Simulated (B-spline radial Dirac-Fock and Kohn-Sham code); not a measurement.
Compton profile of Li⁺

System: Li⁺ in the configuration 1s2.

Input file task.json (cfg lists n, l and occupation; rrms is the nuclear radius in fm):

```json
{"items": [{
  "Z": 3,
  "q": 1,
  "cfg": [[1, 0, 2]],
  "A": 7,
  "rrms": 2.444,
  "do": ["scatter"],
  "s": [0.0, 0.05, 0.06, 0.07, 0.09, 0.11, 0.14, 0.18, 0.22, 0.27, 0.33, 0.41, 0.51, 0.63, 0.78, 0.96, 1.19, 1.48, 1.83, 2.26, 2.8, 3.46, 4.28],
  "pz": [0, 0.1, 0.14, 0.2, 0.28, 0.4, 0.56, 0.79, 1.1, 1.6, 2.2, 3.1, 4.4, 6.3, 8.9, 13.0, 18.0, 25.0, 35.0, 50.0, 70.0],
  "hv_scatter": [1000, 2000, 10000, 17479.3, 100000, 200000, 500000, 1000000]
}]}
```

Run with: `python xray_run.py task.json out`

Method: the impulse approximation on Dirac-Fock orbitals of the configuration average with a finite nucleus. Computed with a B-spline atomic structure program. pz is in atomic units of momentum; subshell profiles are per electron, for a selection of subshells; open shells are spread over both j values by their weights.

| pz | J total | J 1s1/2 |
| --- | --- | --- |
| 0 | 0.6555 | 0.328 |
| 0.1 | 0.6524 | 0.326 |
| 0.14 | 0.6495 | 0.325 |
| 0.2 | 0.6433 | 0.322 |
| 0.28 | 0.6320 | 0.316 |
| 0.4 | 0.6088 | 0.304 |
| 0.56 | 0.5682 | 0.284 |
| 0.79 | 0.4969 | 0.248 |
| 1.1 | 0.3926 | 0.196 |
| 1.6 | 0.2446 | 0.122 |
| 2.2 | 0.1283 | 0.0642 |
| 3.1 | 0.04781 | 0.0239 |
| 4.4 | 0.01287 | 0.00643 |
| 6.3 | 0.002569 | 0.00128 |
| 8.9 | 0.0004480 | 0.000224 |
| 13 | 5.656e-05 | 2.83e-05 |

J(0) = 0.6555. The 1s1/2 subshell gives the largest part, 100 %.

Mean momentum ⟨p⟩ by subshell (a.u.): 1s1/2 2.25.
